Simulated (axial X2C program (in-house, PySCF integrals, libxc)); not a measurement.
# Testing model relations on SrCl

A bond curve at the PBE0 level, 2c, was computed with an axial X2C code built on PySCF integrals (basis Sr dyall-v3z [13s12p8d3f], Cl dyall-v3z [8s7p2d1f] (cores contracted in-house)) for the state Ω = 1/2 (⟨Sz⟩ = 0.50, ⟨Lz⟩ = 0.00 at PBE0). Its fit gives Re = 2.5668 Å, ωe = 303.5 cm⁻¹, ωexe = 0.976 cm⁻¹ and αe = 4.598e-04 cm⁻¹; the masses are 87.9056 and 34.9689 u. Two-component means X2C with spin–orbit coupling and atomic mean-field Coulomb and Gaunt terms.

(1) Find the reduced mass, Be and the force constant.

(2) Where do the fundamental and the first overtone lie?

(3) A Morse curve ties αe to the other constants (Pekeris). How well does that hold?

(4) Estimate De from a Morse curve and compare with the computed well depth of 4.354 eV to Sr + Cl.

(5) The dipole moment p changes by 5.26 D/Å at Re. What harmonic infrared intensity follows?

The state is a single determinant with fixed occupations, the lowest that a limited PBE0 search found. Dissociation energies refer to the lowest single-determinant-based atoms at the same level and basis. Density functionals use the spin component along the axis (collinear). In 2c an atomic determinant is not the ground J level, so De misses part of the atomic spin–orbit lowering. This holds for PBE0. The functionals have no current-density term, which raises determinants with orbital currents, atoms included.

Answers

(1) From the PBE0 values: μ = 25.0171 u. Be = 16.8576/(μ Re²) = 0.1023 cm⁻¹. k = 5.8918×10⁻⁷ μ ωe² = 1.36 mdyn/Å.

(2) ν(1←0) = ωe − 2ωexe = 301.5 cm⁻¹; ν(2←0) = 2ωe − 6ωexe = 601.1 cm⁻¹.

(3) αe(Morse) = 6Be²/ωe × (√(ωexe/Be) − 1) = 4.320e-04 cm⁻¹; the PBE0 curve gives 4.598e-04 cm⁻¹, a ratio of 0.94.

(4) De(Morse) = ωe²/(4ωexe) = 2.925 eV against 4.354 eV computed, a ratio of 0.67. The extrapolation falls short: long-range attraction (ionic or ion–induced dipole) or a change of character along the curve can cause this.

(5) I = 42.256 × (dp/dR)²/μ = 47 km/mol.
